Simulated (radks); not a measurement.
Ta36+, 37 electrons, occupied as [Kr] 4d1.

Calculated with a radial shooting solver on a logarithmic mesh with Libxc functionals: non-relativistic Kohn-Sham, TPSS, spin-polarised, spherical densities, point nucleus; open shells are filled with parallel spins first (spin-orbit coupling, left out, can overturn this in heavy ions); meta-GGA in the generalised Kohn-Sham scheme; relativity is left out, which matters for an element this heavy.

Energy parts (eV):
part                      energy
total                 -382316.27
kinetic                382260.46
electron-nucleus      -848123.91
Hartree                 90063.86
exchange-correlation    -6516.68

Orbitals (lengths in bohr, moments of r in powers of bohr; r(max) is where P^2 peaks):
| orbital | occ. | eigenvalue (eV) | r(max) | <r^2> |
|---|---|---|---|---|
| 1s up | 1 | -63532.18 | 0.01377 | 0.0005753 |
| 1s down | 1 | -63532.18 | 0.01377 | 0.0005753 |
| 2s up | 1 | -11687.40 | 0.07499 | 0.009005 |
| 2s down | 1 | -11686.25 | 0.07499 | 0.009005 |
| 2p up | 3 | -11257.84 | 0.05827 | 0.006666 |
| 2p down | 3 | -11256.98 | 0.05827 | 0.006666 |
| 3s up | 1 | -3785.973 | 0.2049 | 0.05512 |
| 3s down | 1 | -3785.550 | 0.2049 | 0.05509 |
| 3p up | 3 | -3591.498 | 0.1931 | 0.05091 |
| 3p down | 3 | -3590.968 | 0.1931 | 0.05089 |
| 3d up | 5 | -3235.448 | 0.1525 | 0.03944 |
| 3d down | 5 | -3234.461 | 0.1525 | 0.03943 |
| 4s up | 1 | -1741.288 | 0.4337 | 0.2185 |
| 4s down | 1 | -1738.023 | 0.4337 | 0.2187 |
| 4p up | 3 | -1656.658 | 0.4301 | 0.2176 |
| 4p down | 3 | -1653.379 | 0.4301 | 0.2178 |
| 4d up | 1 | -1507.503 | 0.4142 | 0.2097 |
| 4d down | 0 | -1504.206 | 0.4141 | 0.2099 |
| 5s up | 0 | -994.2112 | 0.7760 | 0.6338 |
| 5s down | 0 | -992.9652 | 0.7765 | 0.6347 |
| 5p up | 0 | -953.9466 | 0.7831 | 0.6466 |
| 5p down | 0 | -952.7203 | 0.7836 | 0.6476 |

The highest occupied level is 4d up at -1507.5 eV. The density falls to 0.001 e/bohr^3 at r = 1.11 bohr. Summed over all electrons, <r^2> = 2.822 bohr^2, which gives a Langevin (diamagnetic) susceptibility term of -2.24 x 10^-6 cm^3/mol. For comparison, the ionisation energy in NIST's Atomic Spectra Database is 1542 eV (theoretical). In exact Kohn-Sham theory the highest level is minus the ionisation energy, but local and semilocal functionals leave it too shallow, through self-interaction and a potential that decays too fast; potentials with the right tail come closer. Virial ratio -V/T = 2.00015. The electron density at the nucleus is 2.789e+05 e/bohr^3.
